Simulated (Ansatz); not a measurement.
C$_{2}$H$_{6}$BCl, SMILES `BC(C)Cl` at its PBE0-D4/def2-TZVP geometry, where that method's forces vanish. Charge 0, multiplicity 1.

```xyz
10

B     1.2106    0.7321   -0.3278
C    -0.2474    0.4284    0.1296
C    -0.9226   -0.8872   -0.0988
Cl    0.7181    0.4336    1.7223
H     1.5726    1.8631   -0.4447
H     1.9027   -0.1840   -0.6592
H    -0.9353    1.2656    0.2283
H    -1.7026   -1.0937    0.6370
H    -0.2019   -1.7058   -0.1001
H    -1.3942   -0.8521   -1.0865
```

Q: What forces (eV/Å) does B3LYP-D4/def2-TZVPP give on these atoms in the Gaussian-basis code of Ansatz? (Estimate.)

A: Computed: 
```
B1   0.135  0.061 -0.286
C2  -0.101  0.211 -0.250
C3  -0.103 -0.165 -0.064
Cl4  0.139 -0.029  0.610
H5  -0.033 -0.139 -0.006
H6  -0.074  0.123  0.022
H7   0.044 -0.075 -0.031
H8   0.036 -0.001 -0.039
H9  -0.053  0.030  0.002
H10  0.011 -0.017  0.041
```

B3LYP here is the variant with VWN-RPA as its local correlation; programs differ in this.
